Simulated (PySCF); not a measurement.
## Calculated NMR parameters of FC1=COC(F)=CO1

| Item | Value |
| --- | --- |
| Formula | C4H2F2O2 |
| SMILES | FC1=COC(F)=CO1 |
| InChI | InChI=1S/C4H2F2O2/c5-3-1-7-4(6)2-8-3/h1-2H |
| Point group of the computed structure | C2h |
| Degrees of unsaturation | 3 |
| Carbon signals | 2 |
| Proton signals | 1 |

Bonds (- single, = double, # triple, : aromatic): F1-C2 1.328 Å, C2=C3 1.323 Å, C3-O4 1.397 Å, O4-C5 1.365 Å, C5-F6 1.328 Å, C5=C7 1.323 Å, C7-O8 1.397 Å, O8-C2 1.365 Å. C3 carries H9; C7 carries H10.

How the numbers were obtained: σ from GIAO-PBE0/pcSseg-1, geometry from GFN2-xTB, in PySCF 2.14 (equivalent nuclei averaged, no solvent, single conformer, relativity neglected).

Shifts are taken against calculated references (same method and geometry level): $^{1}$H (σref 31.72), $^{13}$C (σref 186.93) against TMS; $^{19}$F (σref 170.95) against CFCl3; $^{17}$O (σref 336.08) against H2O.

```tsv
carbon	δC, type	δH (multiplicity)	HMBC from (2–3 bonds)	span of the C tensor (ppm)
C2/C5	166.3, C	–	H9/H10	115
C3/C7	114.1, CH	6.07 (m)	–	87
```

Other nuclei:
| atoms | nucleus | environment | δ (ppm) | σ (ppm) |
| --- | --- | --- | --- | --- |
| F1/F6 | $^{19}$F | vinylic fluorine | -136.6 | 307.5 |
| O4/O8 | $^{17}$O | ether oxygen | 105.4 | 230.7 |

- Carbon types of the structure: 2 × C, 2 × CH, which accounts for all hydrogens.
- δC 166.3, 114.1: alkene carbon bearing oxygen.
- δH 6.07: hydrogen on an alkene carbon bearing oxygen; olefinic region.

Splittings by $^{19}$F in the carbon and heteronuclear signals aren't shown, as no couplings were computed. Shifts are as computed. Against solution values, carbons near 30 ppm lie about +3 ppm off and those near 130 ppm about +5 ppm. Of 1211 compounds with measured shifts, 218 miss one by over three times the rms of a fit or turn the order of signals round; such compounds aren't used in these exercises. Unscaled 19F shifts against computed CFCl3 carry errors that often reach 10 to 50 ppm. Experimental scales use liquid or dissolved standards, which lie at an offset from isolated H2O (liquid H2O: subtract about 36 ppm).
